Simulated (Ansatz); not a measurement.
`CN([SiH3])B[SiH3]` at its PBE0-D4/def2-TZVP geometry, where that method's forces vanish. The species carries charge 0 and has multiplicity 1.

```tsv
atom	x (Å)	y (Å)	z (Å)
C1	-1.970	-0.623	-0.507
N2	-0.602	-0.243	-0.161
Si3	0.526	-1.582	-0.067
B4	-0.253	1.090	0.070
Si5	1.608	1.737	0.556
H6	-2.388	-1.306	0.240
H7	-2.004	-1.126	-1.478
H8	-2.597	0.267	-0.553
H9	1.865	-1.068	0.295
H10	0.047	-2.553	0.952
H11	0.571	-2.276	-1.381
H12	-1.134	1.904	-0.033
H13	2.103	1.147	1.835
H14	1.607	3.218	0.725
H15	2.620	1.413	-0.492
```

Question: For each bond, give half the difference of the two atoms' forces along it (eV/Å; positive pushes the atoms apart) under PBE-D4, r2SCAN-D4, B3LYP-D4, ωB97M-V in def2-TZVPP. (An estimate is asked.)

Answer: Ansatz gave: 
```csv
bond,length (Å),PBE-D4,r2SCAN-D4,B3LYP-D4,ωB97M-V
C1–N2,1.461,0.07,0.22,0.28,0.27
C1–H6,1.095,0.08,-0.06,-0.08,-0.10
C1–H7,1.095,0.08,-0.06,-0.08,-0.10
C1–H8,1.090,0.10,-0.06,-0.11,-0.10
N2–Si3,1.753,0.16,-0.01,0.08,0.04
N2–B4,1.397,0.13,0.09,0.01,0.03
Si3–H9,1.479,0.02,-0.04,-0.11,-0.11
Si3–H10,1.487,0.04,-0.03,-0.09,-0.12
Si3–H11,1.487,0.04,-0.03,-0.09,-0.12
B4–Si5,2.029,-0.21,-0.05,0.07,0.07
B4–H12,1.204,0.04,-0.06,-0.15,-0.13
Si5–H13,1.493,0.11,-0.01,-0.06,-0.11
Si5–H14,1.490,0.10,-0.03,-0.08,-0.11
Si5–H15,1.493,0.11,-0.01,-0.06,-0.11
```

B3LYP here is the variant with VWN-RPA as its local correlation; programs differ in this.
